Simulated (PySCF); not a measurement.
**A survey of ¹⁹F NMR shifts**

Computed data (PySCF 2.14.0 with density-fitted response routines): structure optimised with GFN2-xTB, NMR shieldings at PBE0/pcSseg-1/GIAO. In vacuum, no relativistic terms, rapidly exchanging positions averaged, single conformer.

Shieldings were converted by a linear fit to measured shifts: ¹⁹F (scatter 6.0 ppm rms, 7.0 ppm with the 5 outliers that the fit left out vs CFCl3, solution or neat liquid, with a term for F on sp3 carbon). Occasional misses reach two or three times the rms, and more in compound classes unlike the fitted ones.

Give the ¹⁹F shifts of `C#C[C@@]1(C)SCS[C@@H]1C(F)F`, `F[C@@H]1CC(=S)[C@@H](Cl)C1`, `C=C(C)[P@@](=O)(O)C(F)=C(F)F`, `FC=C1CCC1`.

Results:


```csv
compound,environment,δ (ppm)
[CH:1]#[C:2][C@@:3]1([CH3:4])[S:5][CH2:6][S:7][C@@H:8]1[CH:9]([F:10])[F:11],F11: fluorine of a CF2 group,-101.7
[CH:1]#[C:2][C@@:3]1([CH3:4])[S:5][CH2:6][S:7][C@@H:8]1[CH:9]([F:10])[F:11],F10: fluorine of a CF2 group,-136.2
F[C@@H]1CC(=S)[C@@H](Cl)C1,fluorine on an sp3 carbon,-186.0
[CH2:1]=[C:2]([CH3:3])[P@@:4](=[O:5])([OH:6])[C:7]([F:8])=[C:9]([F:10])[F:11],F10: vinylic fluorine,-86.2
[CH2:1]=[C:2]([CH3:3])[P@@:4](=[O:5])([OH:6])[C:7]([F:8])=[C:9]([F:10])[F:11],F11: vinylic fluorine,-109.5
[CH2:1]=[C:2]([CH3:3])[P@@:4](=[O:5])([OH:6])[C:7]([F:8])=[C:9]([F:10])[F:11],F8: vinylic fluorine,-199.7
FC=C1CCC1,vinylic fluorine,-131.6
```
